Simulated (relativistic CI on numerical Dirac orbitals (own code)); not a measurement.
Hyperfine structure of Rh6+, mass number 103

Method of calculation: Dirac-Coulomb-Breit CI, separate exchange-only KLI orbitals for each configuration, a model potential for QED, unscaled Slater integrals (own radial code, finite nucleus).

Configuration list (outside the closed core [Ar] 3d10): 4s2 4p6 4d3, 4s2 4p6 4d2 5s, 4s2 4p6 4d2 4f, 4s2 4p5 4d4, 4s2 4p6 4d2 5p, 4s2 4p6 4d2 5d, 4s 4p6 4d4, 4s2 4p6 4d2 6s, 4s2 4p6 4d2 6p, 4s2 4p6 4d 5s 5p, 4s2 4p6 4d2 5f, 4s2 4p6 4d2 6d, 4s2 4p6 4d2 5g, 4s2 4p6 4d 4f2, 4s2 4p6 4f2 5s, 4s2 4p6 4f3, 4s2 4p6 4f2 5p, 4s2 4p6 4f2 5d, 4s2 4p6 4d 5s2, 4s2 4p6 4f 5s2, 4s2 4p6 5s2 5p, 4s2 4p6 5s2 5d. Double excitations out of closed p, d and f shells are left out; levels of such configurations are missing from the list, as are those of other unlisted configurations, and high levels can miss mixing partners. These lack a partner that the ground configuration has and come out too high: 4s2 4p6 4d2 6s, 4s2 4p6 4d2 6p, 4s2 4p6 4d2 5f, 4s2 4p6 4d2 6d, 4s2 4p6 4d2 5g.

Nuclear spin I = 1/2, μ = -0.08829 μN (tables of Stone and Pyykkö). The electronic factors are computed for point nuclear moments, without core polarisation or the Bohr-Weisskopf and QED corrections.

```tsv
Level	E (cm⁻¹)	A (MHz)
4s2 4p6 4d3 4F_3/2	0.0	-251.7
4s2 4p6 4d3 4F_5/2	1837.1	-153.5
4s2 4p6 4d3 4F_7/2	4039.4	-126.4
4s2 4p6 4d3 4F_9/2	6406.5	-122.8
4s2 4p6 4d3 4P_3/2	16095.8	-128.8
4s2 4p6 4d3 4P_1/2	16218.4	128.6
4s2 4p6 4d3 4P_5/2	19041.8	-55.48
4s2 4p6 4d3 2G_7/2	19988.7	-183.5
```

Levels with J = 0, under 50 % of one LS term, or S terms without an open s electron are left out. Small factors come from cancelling terms and can be off by tens of per cent or more.

At this charge configurations can still be misplaced by up to about 7 % of their energy. Terms inside the open d or f shell come out 10 to 20 % too wide with unscaled integrals.

Q: Give the hyperfine levels of 4s2 4p6 4d3 4F_3/2 relative to its centre of gravity.

A: With K = F(F + 1) − I(I + 1) − J(J + 1), E = AK/2: F = 1: 314.6, F = 2: -188.8 MHz.

LS names give the leading component of a level, which can be under half, so a name can repeat, a term be missing and a line seem to break the LS rules.
